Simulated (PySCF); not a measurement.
Si(H)(F)2(NHSiH3) (F₂H₅NSi₂), SMILES F[SiH](F)N[SiH3].

Coordinates come from a PBE0-D3(BJ)/def2-SVP optimisation. Other conformers were not sampled.

All values below come from M06-2X/def2-TZVP in PySCF.

Symmetry labels are those of the subgroup Cs that the program uses (full group Cs).

Computed valence orbital energies around the gap with their symmetry:
```
orbital  symmetry  energy (eV)
-------  --------  -----------
HOMO−7         A'       -14.69
HOMO−6         A"       -14.39
HOMO−5         A"       -13.96
HOMO−4         A'       -12.98
HOMO−3         A'       -11.95
HOMO−2         A"       -11.85
HOMO−1         A'       -11.25
HOMO           A"        -9.69
LUMO           A'         0.69
LUMO+1         A"         1.58
LUMO+2         A'         1.81
LUMO+3         A'         1.93
```
